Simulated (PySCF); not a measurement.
Compound: Be(CCH)2, C4H2Be.
Structure used (PBE0-D3(BJ)/def2-SVP), in Å, numbered top down from 1:
```xyz
7
C4H2Be angstrom
Be     0.0004    0.0074    0.0000
C      0.0023   -0.0062    1.6325
C      0.0036   -0.0188    2.8549
H      0.0051   -0.0295    3.9316
C     -0.0015    0.0149   -1.6325
C     -0.0036    0.0156   -2.8549
H     -0.0064    0.0166   -3.9317
```

A calculation gives these core lines: Be 1s: 120.70 eV; C 1s: 290.12 (area 2), 290.70 (area 2) eV.

Method used: delta-SCF UKS SCAN, pcX-2 on the ionised atom, pcseg-1 elsewhere, spin-free X2C in PySCF 2.14.0. Geometry: PBE0-D3(BJ)/def2-SVP; no solvent, vibrations or thermal averaging.

Task: Assign the C 1s lines to atoms.

Result: 290.12 eV: C2/C5 (carbon bonded to Be and C); 290.70 eV: C3/C6 (carbon bonded to C and H). The listed C 1s values span 0.58 eV, from C2/C5 (bonded to C and Be) to C3/C6 (bonded to C and H).

Bonded neighbours of each site: Be1: 2 C; C2/C5: C and Be; C3/C6: C and H.

Task: Which effective nuclear charge Zeff reproduces each element's mean 1s value in the hydrogen-like formula E = 13.606 eV × Zeff²?

Result: Be (Z = 4): mean 120.7 eV, Zeff = 2.98, Z − Zeff = 1.02; C (Z = 6): mean 290.4 eV, Zeff = 4.62, Z − Zeff = 1.38. Means run over the listed sites, weighted by atom count.

Atoms equivalent by their bonding share one computed value, that of the first of them. Spin contamination (⟨S²⟩ against 0.75 for a pure doublet) is marked for C 1s of C2/C5 (0.86) and C 1s of C3/C6 (0.88), which makes these values less certain.
